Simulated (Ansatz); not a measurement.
`CC(F)(CF)C(F)F` + H₂O → `CC(O)(F)CF` + `FCF`  (formal hydrolysis of a C–C bond)

Program: Ansatz. Geometries: PBE0-D4/def2-TZVP. ΔE: electronic, gas phase. CBS: MP2 limit from def2 TZ/QZ plus the TZ coupled-cluster correction, frozen cores. This one scheme is used for every species. DFT in def2-TZVPP. B3LYP here is the variant with VWN-RPA as its local correlation; programs differ in this. One conformer a species, not always the lowest.

```
             level  ΔE (kJ/mol)  difference from CCSD(T)/CBS
            PBE-D4          8.4                        -11.0
        r2SCAN0-D4         11.8                         -7.6
          BHLYP-D4          8.9                        -10.5
           ωB97X-V         11.2                         -8.2
            B2PLYP          7.2                        -12.2
          PBE-QIDH         12.2                         -7.2
            r2SCAN          9.3                        -10.1
             B3LYP          0.8                        -18.6
      MP2/def2-SVP          9.9                         -9.5
     CCSD/def2-SVP          6.9                        -12.5
  CCSD(T)/def2-SVP          7.8                        -11.6
    MP2/def2-TZVPP         18.3                         -1.1
SCS-MP2/def2-TZVPP         13.5                         -5.9
     HF/def2-QZVPP         -2.0                        -21.4
SCS-MP2/def2-QZVPP         15.5                         -3.9
     MP2/CBS(def2)         22.0                          2.6
       CCSD(T)/CBS         19.4                            0
```

Largest T1 diagnostic among the species: 0.011.

The D4 term adds +7.3 kJ/mol with B3LYP and +4.2 kJ/mol with PBE0; it sums over pairs of atoms, weighted by their polarisabilities, and B3LYP, whose exchange is more repulsive, gets the larger term. In def2-TZVPP, CCSD(T) changes the Hartree–Fock value by +17.9 kJ/mol (the triples alone add +1.4 kJ/mol) and MP2 by +20.4 kJ/mol. From BLYP to BHLYP (50 % exact exchange), in def2-TZVPP and without D4, ΔE moves by +6.3 kJ/mol.
